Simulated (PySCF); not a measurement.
## Atomic charges by several schemes

C₅H₉BO₂.
Z-matrix (Å and degrees, PBE0-D3(BJ)/def2-SVP geometry), rows numbered from 1:
```
C 
C   1  1.3330
C   2  1.5016  1  124.52
C   3  1.4993  2  111.71  1   118.17
C   4  1.3444  3  127.21  2  -119.25
B   5  1.5635  4  128.16  3     1.06
O   6  1.3641  5  122.05  4     0.32
O   6  1.3691  5  121.20  4   179.99
H   1  1.0947  2  121.07  3    -0.03
H   1  1.0931  2  121.56  3  -179.78
H   2  1.0982  1  119.04  3   179.17
H   3  1.0968  2  110.45  1    -5.39
H   3  1.1073  2  108.56  1  -123.23
H   4  1.0997  3  114.57  2    60.09
H   5  1.0995  4  115.20  3  -179.86
H   7  0.9639  6  110.57  5   179.40
H   8  0.9608  6  113.00  5    -0.01
```

Density: PBE0/pcSseg-1 (PySCF); schemes: Mulliken, IAO, Hirshfeld and ESP-fitted. The structure is a single PBE0-D3(BJ)/def2-SVP conformer in the gas phase; no vibrational or solvent corrections.

Q: What partial charge does each atom carry?

A: In e; atoms taken as equivalent share a row and are averaged (×n: the atom named and its like, n in all):

```csv
atom,environment,Mulliken,IAO,Hirshfeld,ESP-fitted
C1,terminal =CH2 carbon,-0.167,-0.315,-0.106,-0.508
C2,alkene CH carbon,-0.245,-0.124,-0.037,-0.029
C3,allylic carbon,-0.167,-0.273,-0.072,-0.140
C4,alkene CH carbon,-0.152,-0.069,-0.011,+0.069
C5,alkene CH carbon,-0.383,-0.334,-0.147,-0.632
B6,three-coordinate boron,+0.609,+0.482,+0.234,+0.831
O7/O8,boron-bound oxygen,-0.422,-0.553,-0.252,-0.723
H9,vinylic hydrogen,+0.119,+0.145,+0.045,+0.212
H10,vinylic hydrogen,+0.119,+0.147,+0.044,+0.189
H11,vinylic hydrogen,+0.108,+0.134,+0.041,+0.106
H12/H13,methylene hydrogen,+0.153,+0.156,+0.041,+0.099
H14,vinylic hydrogen,+0.106,+0.134,+0.042,+0.097
H15,vinylic hydrogen,+0.099,+0.134,+0.031,+0.166
H16/H17,hydroxyl hydrogen,+0.246,+0.366,+0.179,+0.443
```

Mean size of the charges over all atoms: ESP-fitted 0.324 e, IAO 0.261 e, Mulliken 0.230 e, Hirshfeld 0.103 e. Each set sums to the total charge, 0, to within 0.001 e. The Hirshfeld scheme divides the density at each point in proportion to the densities of the neutral, spherically averaged free atoms.

Some averages cover members that differ in this geometry: O7/O8, ESP-fitted -0.758 to -0.687; H12/H13, ESP-fitted +0.079 to +0.120; O7/O8, Hirshfeld -0.266 to -0.239 e.

Lowest charge. All schemes agree: Mulliken O7/O8 (-0.422); IAO O7/O8 (-0.553); Hirshfeld O7/O8 (-0.252); ESP-fitted O7/O8 (-0.723).

Highest charge. All schemes agree: Mulliken B6 (+0.609); IAO B6 (+0.482); Hirshfeld B6 (+0.234); ESP-fitted B6 (+0.831).

Q: How closely do the schemes follow one another over all atoms?

A: Correlation coefficient and root-mean-square difference: IAO with Hirshfeld 0.98, 0.174 e; Hirshfeld with ESP-fitted 0.97, 0.290 e; IAO with ESP-fitted 0.96, 0.150 e; Mulliken with IAO 0.96, 0.091 e; Mulliken with Hirshfeld 0.95, 0.151 e; Mulliken with ESP-fitted 0.94, 0.189 e.

Q: How many electrons does the Hirshfeld scheme count on C4?

A: Z − q = 6 − (-0.011) = 6.011.

Q: Sum the charges by element, for elements with more than one atom.

A: 
```csv
element,atoms,Mulliken,IAO,Hirshfeld,ESP-fitted
C,5,-1.114,-1.114,-0.372,-1.240
O,2,-0.844,-1.105,-0.505,-1.446
H,9,+1.349,+1.737,+0.643,+1.854
```
